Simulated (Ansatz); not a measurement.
Ansatz (an electronic-structure program) input (HSE06/def2-TZVPD):

Ansatz 0.2 input:
```yaml
crystal:
  periodic: [false, false, false]
  atoms:
    - {symbol: Hg, position_ang: [-0.00000000, -0.00000000, -0.79628525]}
    - {symbol: Br, position_ang: [0.00000000, 0.00000000, 1.82008056]}
basis:
  gaussian:
    orbitals: def2-TZVPD
hamiltonian:
  xc: {name: HSE06}
magnetization: {spin_polarized: true, initial_magnetization: 1}
output: {forces: true}
```

End of the output:

```
integrals: 0.10 GiB planned
48 factors; integrals over basis functions are off by at most 2.2e-4 eV
mean field: 0.64 GiB planned
mean field evaluation 1: about -74213.9625 eV, gradient 1.3e1 eV
mean field evaluation 2: about -74210.3722 eV, gradient 2.9e1 eV
mean field evaluation 4: about -74215.3022 eV, gradient 1.0e0 eV
mean field evaluation 8: about -74215.3720 eV, gradient 1.8e-1 eV
mean field evaluation 16: about -74215.3722 eV, gradient 1.6e-4 eV
mean field -74215.37215281 eV, -2727.3646216297 hartree, gradient 2.8e-5 eV, S^2 0.756727; 0 other end points of the search recorded, 0 dependent functions left out
the calculation of the forces begins
reference -74215.37220075 eV, -2727.3646233916 hartree; 28, 27 occupied and 75, 76 virtual orbitals, 743 factors
Total energy: -74215.37220075 eV, -2727.3646233916 hartree
Atom 0 at    -0.000000    -0.000000    -0.796285 Å, force     0.000000    -0.000000     0.342442 eV/Å
Atom 1 at     0.000000     0.000000     1.820081 Å, force    -0.000000     0.000000    -0.342442 eV/Å
Dipole moment:    -0.000000    -0.000000    -0.611597 e Å
```

The spin state was set by rule; other spins were not relaxed.
